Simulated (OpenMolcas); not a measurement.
# 4d³ along the 39-electron sequence

| Property | Result |
| --- | --- |
| Program | OpenMolcas |
| Method | SS-CASPT2, IPEA 0.25 Eh, imaginary shift 0.1 Eh |
| Basis | ANO-RCC-VTZP |
| Scalar Hamiltonian | DKH2, point nucleus |
| Spin-orbit coupling | state interaction with AMFI integrals over the reference wave functions, term energies averaged over their components |

Active space for each ion: 3 electrons in 10 orbitals (4d 5d); closed shells correlated by CASPT2: 4s 4p.

Computed levels in cm-1 above ⁴F_3/2:

```json
{"Level": "⁴F_5/2", "Nb2+": "521", "Mo3+": "763", "Tc4+": "1068", "Ru5+": "1430", "Rh6+": "1882", "Pd7+": "2490"}
{"Level": "⁴F_7/2", "Nb2+": "1190", "Mo3+": "1728", "Tc4+": "2390", "Ru5+": "3160", "Rh6+": "4100", "Pd7+": "5320"}
{"Level": "⁴F_9/2", "Nb2+": "1967", "Mo3+": "2830", "Tc4+": "3860", "Ru5+": "5040", "Rh6+": "6440", "Pd7+": "8210"}
{"Level": "⁴P_3/2", "Nb2+": "8610", "Mo3+": "10530", "Tc4+": "11990", "Ru5+": "13480", "Rh6+": "14880", "Pd7+": "16280"}
{"Level": "⁴P_1/2", "Nb2+": "8740", "Mo3+": "10550", "Tc4+": "12040", "Ru5+": "13600", "Rh6+": "15150", "Pd7+": "16780"}
{"Level": "²G_7/2", "Nb2+": "9580", "Mo3+": "11890", "Tc4+": "13860", "Ru5+": "15920", "Rh6+": "18000", "Pd7+": "20260"}
{"Level": "⁴P_5/2", "Nb2+": "9870", "Mo3+": "11850", "Tc4+": "13760", "Ru5+": "15840", "Rh6+": "18040", "Pd7+": "20510"}
{"Level": "²G_9/2", "Nb2+": "10180", "Mo3+": "12670", "Tc4+": "14780", "Ru5+": "17000", "Rh6+": "19210", "Pd7+": "21550"}
{"Level": "²P_1/2", "Nb2+": "10280", "Mo3+": "14220", "Tc4+": "17200", "Ru5+": "20090", "Rh6+": "22900", "Pd7+": "25960"}
{"Level": "weight of ⁴F in the lowest level (%)", "Nb2+": "99", "Mo3+": "99", "Tc4+": "98", "Ru5+": "98", "Rh6+": "97", "Pd7+": "96"}
```

Mixed levels, with the weight of the term that names them: Nb2+ ⁴P_3/2 (62 %), Nb2+ ⁴P_1/2 (73 %), Nb2+ ²P_1/2 (73 %), Ru5+ ²G_9/2 (74 %), Rh6+ ²G_9/2 (67 %), Pd7+ ⁴P_3/2 (72 %), Pd7+ ²G_9/2 (59 %).

Measured, with the error of the calculation in %. Measured levels: Nb2+ from the list in Shadmi, J. Res. Natl. Bur. Stand. 70A, 435 (1966); Mo3+ from Sugar and Musgrove, J. Phys. Chem. Ref. Data 17, 155 (1988).

| Level | Nb2+ | Mo3+ |
| --- | --- | --- |
| ⁴F_5/2 | 516 (+0.9) | 778 (-2.0) |
| ⁴F_7/2 | 1177 (+1.2) | 1760 (-1.8) |
| ⁴F_9/2 | 1939 (+1.5) | 2865 (-1.3) |
| ⁴P_3/2 | 8608 (0) | 10331 (+1.9) |
| ⁴P_1/2 | 8664 (+0.9) | 10338 (+2.1) |
| ²G_7/2 | 9236 (+3.7) | 11580 (+2.7) |
| ⁴P_5/2 | 9594 (+2.9) | 11612 (+2.0) |
| ²G_9/2 | 9804 (+3.8) | 12311 (+2.9) |
| ²P_1/2 |  | 14348 (-0.9) |

The fine-structure level ⁴F_9/2 changes by a factor of 4.17 from Nb2+ to Pd7+. Its fourth root runs 6.66, 7.29, 7.88, 8.43, 8.96, 9.52, with steps per unit of Z of 0.63, 0.59, 0.54, 0.53, 0.56; equal steps would mean a (Z - σ)^4 law with constant σ.

⁴P_3/2 changes by a factor of 1.89 over the same range, with steps per unit of Z of +1920, +1460, +1490, +1400, +1400 cm-1.

Term energies are means over components that CASPT2 splits; among the terms shown or strongly mixed into the levels shown the widest spread is 820 cm-1 (4d³ ⁴F, Pd7+). Active for correlation alone: 5d; no level in the range computed is led by a configuration that fills it, so any true level of that kind is missing. Measured partners are found by configuration, term and J. A level has none where our copy of the source lacks it or the pairing is in doubt (some pairs that miss far off the trend of their configuration count as doubtful), and it then counts in no deviation. Levels of configurations outside the active space are missing.
